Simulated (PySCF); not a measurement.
Isomers of C8H16O. Computed with PySCF 2.14.0, PBE0-D3(BJ)/def2-SVP geometry optimisation, gas phase. Energies are electronic, without zero-point or thermal terms, for one conformer each. No frequencies were run at this level. Point groups hold within 0.08 Å.

Question: Rank from lowest to highest electronic energy at this level (kcal/mol).
A. `[CH3:1][O:2][CH2:3][CH:4]1[CH2:5][CH2:6][CH2:7][CH2:8][CH2:9]1` with C1–O2–C3–C4 177°, O2–C3–C4–C5 -60°, C3–C4–C5–C6 180°, C4–C5–C6–C7 55°, C5–C6–C7–C8 -55°, C6–C7–C8–C9 55°
B. `[CH3:1][CH2:2][CH2:3][CH2:4][C@@H:5]([CH:6]=[O:7])[CH2:8][CH3:9]` with C1–C2–C3–C4 -179°, C2–C3–C4–C5 179°, C3–C4–C5–C6 65°, C4–C5–C6–O7 -119°, C4–C5–C8–C9 173° (2-ethylhexanal)
C. `[CH2:1]=[CH:2][CH2:3][CH2:4][C@H:5]([OH:6])[CH:7]([CH3:8])[CH3:9]` with C1–C2–C3–C4 119°, C2–C3–C4–C5 176°, C3–C4–C5–O6 -54°, C4–C5–O6–H -65°, C4–C5–C7–C8 -55° (2-methyl-6-hepten-3-ol)

Answer: A (0.0), B (3.8), C (17.2).

As drawn, the highest has an O–H bond and a C=C bond outside aromatic rings, which the lowest lacks.

```tsv
SMILES	E (Eh)	E rel (kcal/mol)	dipole (D)	point group	A, B, C (MHz)
COCC1CCCCC1	-388.98730	0.0	1.00	C1	3803, 827.6, 718.6
CCCC[C@@H](C=O)CC	-388.98119	3.8	2.68	C1	3000, 669.6, 576.8
C=CCC[C@H](O)C(C)C	-388.95994	17.2	1.53	C1	3340, 687.7, 601.7
```
